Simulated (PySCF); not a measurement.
## Bi⁺: excitation energy

Bi⁺ [Xe] 4f14 5d10 6s2 6p2 (3P) → Bi⁺ [Xe] 4f14 5d10 6s1 6p3 (5S), as a difference of total energies. Calculation: PySCF 2.14, in x2c-QZVPPall (16s10p9d6f1g, 142 functions); the spin-free X2C one-electron Hamiltonian (Gaussian nucleus). The calculations carry no spin-orbit coupling.

```csv
method,excitation energy (cm⁻¹)
UHF,50184
BHandHLYP,66221
BP86,70590
```

Spin-orbit coupling is strong in these open shells (close to jj coupling). The scalar numbers leave it out and a first-order estimate fails, so it can dominate the gap to the real levels.
